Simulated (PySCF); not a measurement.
PySCF input file for WOBr₃, SMILES [O]=[W]([Br])([Br])[Br] (connectivity only; charge and spin as stated), neutral, multiplicity 2, PBE-D3(BJ)/def2-SVP. Geometry optimised at PBE-D3(BJ)/def2-SVP. The multiplicity is an assumed one; other spin states were not compared. The def2 effective core potentials stand for the cores of W; spin–orbit coupling is left out.

```python
import numpy as np
from pyscf import gto, scf, dft, df
from pyscf.hessian import thermo

mol = gto.M(
    atom='''
    W    -0.09449685    0.41146654    0.00000000
    O     0.06168086    2.10490727    0.00000001
    Br   -2.34795849   -0.48802784    0.00000001
    Br    1.26682667   -0.43152582   -1.83037073
    Br    1.26682669   -0.43152582    1.83037072
    ''',
    basis='def2-SVP',
    ecp={'W': 'def2-svp'},
    charge=0,
    spin=1,
    max_memory=1600,
    verbose=3,
)
mf = dft.UKS(mol, xc='pbe').density_fit(auxbasis='def2-universal-jkfit')
mf.disp = 'd3bj'
mf.grids.level = 3
mf.conv_tol = 1e-11
mf.max_cycle = 100
mf.kernel()
fine, coarse = mf.grids, dft.Grids(mol).set(level=1).build(with_non0tab=True)
for _ in range(3):  # follow internal instabilities
    mf.grids = coarse
    mo, _, stable, _ = mf.stability(return_status=True, nroots=4)
    mf.grids = fine
    if stable:
        break
    mf.kernel(mf.make_rdm1(mo, mf.mo_occ))

# [left out here: the lines that compute and print the analytic Hessian (its translational invariance restored by hand, since the grid's response is missing), thermochemistry and intensities]
```

Program output:

```

WARN: HOMO -0.359630759569258 >= LUMO -0.359630759569261

converged SCF energy = -7862.8142775766  <S^2> = 0.75408399  2S+1 = 2.0040798
<class 'pyscf.df.df_jk.DFUKS'> wavefunction is stable in the internal stability analysis

WARN: DFTD3 does not support analytical Hessian, using finite difference


WARN: Mole.unit (angstrom) is changed to Bohr

Mode                                 0                   1                   2
Irrep
Freq [cm^-1]                       32.2640             57.6511             84.1439
Reduced mass [au]                  64.1928             74.7848             86.0514
Force const [Dyne/A]                0.0394              0.1464              0.3590
Char temp [K]                      46.4208             82.9472            121.0643
Normal mode                   x     y     z       x     y     z       x     y     z
       0   W                 0.00 -0.00  0.03   -0.02 -0.01  0.00    0.01 -0.04 -0.00
       1   O                 0.00 -0.00 -0.07   -0.04 -0.01 -0.00   -0.00 -0.04  0.00
       2  Br                 0.00 -0.00 -0.07   -0.04  0.03 -0.00   -0.03  0.04  0.00
       3  Br                -0.05 -0.01  0.01    0.05  0.00  0.04    0.00  0.04 -0.04
       4  Br                 0.05  0.01  0.01    0.05  0.00 -0.04    0.00  0.04  0.04
Mode                                 3                   4                   5
Irrep
Freq [cm^-1]                      111.3517            187.0355            248.3990
Reduced mass [au]                  19.5702             20.4131             81.7189
Force const [Dyne/A]                0.1430              0.4207              2.9708
Char temp [K]                     160.2103            269.1025            357.3908
Normal mode                   x     y     z       x     y     z       x     y     z
       0   W                -0.00  0.00 -0.00    0.00  0.00 -0.00    0.00  0.03 -0.00
       1   O                 0.00  0.00  0.22   -0.21  0.02  0.00   -0.02  0.03  0.00
       2  Br                 0.00 -0.00 -0.03    0.04  0.03  0.00   -0.06 -0.02  0.00
       3  Br                -0.01 -0.03 -0.00    0.00 -0.02 -0.02    0.03 -0.02 -0.04
       4  Br                 0.01  0.03 -0.00    0.00 -0.02  0.02    0.03 -0.02  0.04
Mode                                 6                   7                   8
Irrep
Freq [cm^-1]                      266.0050            294.3488            997.9381
Reduced mass [au]                  99.0601             65.8768             17.2701
Force const [Dyne/A]                4.1298              3.3628             10.1333
Char temp [K]                     382.7220            423.5023           1435.8108
Normal mode                   x     y     z       x     y     z       x     y     z
       0   W                -0.00 -0.00 -0.04   -0.05  0.00  0.00   -0.00 -0.02 -0.00
       1   O                 0.00 -0.00  0.01    0.08 -0.01  0.00    0.02  0.24  0.00
       2  Br                 0.00  0.00  0.00    0.05  0.01  0.00   -0.00  0.00  0.00
       3  Br                -0.04  0.02  0.05    0.02 -0.01 -0.03    0.00 -0.00 -0.00
       4  Br                 0.04 -0.02  0.05    0.02 -0.01  0.03    0.00 -0.00  0.00
temperature 298.1500 [K]
pressure 101325.00 [Pa]
Rotational constants [GHz] 0.73650 0.59494 0.40952
Symmetry number 1
Zero-point energy (ZPE) 0.00519 [Eh]   13632.267 [J/mol]
                           tot       elec      trans        rot        vib
Entropy [J/mol/K]       425.895      5.763    184.645    133.304    102.183
Cv [J/mol/K]             88.875      0.000     12.472     12.472     63.932
Cp [J/mol/K]             97.190      0.000     20.786     12.472     63.932
Internal energy [J/mol]                      3718.434   3718.434  27203.281
Internal energy [Eh]   -7862.80108  -7862.81428
Enthalpy [J/mol]                             6197.391   3718.434  27203.281
Enthalpy [Eh]          -7862.80014
Gibbs free energy [J/mol]                  -48854.652 -36026.130  -3262.494
Gibbs free energy [Eh] -7862.84850
mode   freq/cm-1   IR/(km/mol)
   1       32.26         2.840
   2       57.65         0.190
   3       84.14         0.088
   4      111.35         8.089
   5      187.04         1.638
   6      248.40         3.158
   7      266.00        27.186
   8      294.35        37.465
   9      997.94       102.195
max |gradient| / (hartree/bohr): 5.213499424811675e-05
APT charges: [ 1.7044 -0.5934 -0.3995 -0.3557 -0.3557]
```

Self-consistency was reached.

Cost: very roughly 9 core-minutes.
